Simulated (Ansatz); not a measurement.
BH3SOF2, singlet: at the end structure of a reaction step.

in.yaml

```yaml
crystal:
  periodic: [false, false, false]
  atoms:
    - {symbol: B, position_ang: [-0.645400, 0.208691, -0.039110]}
    - {symbol: O, position_ang: [1.043612, 0.378342, -0.587476]}
    - {symbol: F, position_ang: [-1.256514, 0.008698, -1.230593]}
    - {symbol: F, position_ang: [-0.856317, 1.394147, 0.548596]}
    - {symbol: H, position_ang: [1.439277, -0.472935, -0.350999]}
    - {symbol: S, position_ang: [-0.569445, -1.321000, 1.050741]}
    - {symbol: H, position_ang: [1.056534, 0.458354, -1.550185]}
    - {symbol: H, position_ang: [-0.211745, -0.654396, 2.159027]}
basis:
  gaussian: {orbitals: def2-TZVPP}
hamiltonian: {xc: lda}
```

Run by:

```bash
ansatz run in.yaml --threads 4 --pin off --events-out ev --progress --plain --max-ram 9574MiB
```

Output of Ansatz 0.2.0:

```
Functional definition: SPW92
  name "SPW92"
  cite "Dirac, Proc. Camb. Phil. Soc. 26, 376 (1930) doi:10.1017/S0305004100016108"
  cite "Slater, Phys. Rev. 81, 385 (1951) doi:10.1103/PhysRev.81.385"
  cite "Perdew & Wang, Phys. Rev. B 45, 13244 (1992) doi:10.1103/PhysRevB.45.13244"
  exchange = slater_x
  correlation = pw_c
1093 factors; their error is unknown
mean field evaluation 1: about -18948.8454 eV, gradient 6.6e1 eV
mean field evaluation 2: about -18932.7339 eV, gradient 1.2e2 eV
mean field evaluation 4: about -18955.4636 eV, gradient 5.7e0 eV
mean field evaluation 8: about -18955.5127 eV, gradient 1.4e-1 eV
mean field evaluation 16: about -18955.5031 eV, gradient 9.8e-5 eV
mean field -18955.50305484 eV, -696.6018887639 hartree, gradient 3.6e-5 eV, S^2 0.000000; 0 other end points of the search recorded, 0 dependent functions left out
reference -18955.50308941 eV, -696.6018900344 hartree; 25, 25 occupied and 183, 183 virtual orbitals, 1093 factors
Total energy: -18955.50308941 eV, -696.6018900344 hartree
```

Hardware: 4 CPU threads of an Intel Xeon, shared host. Wall time about 2.8 s.
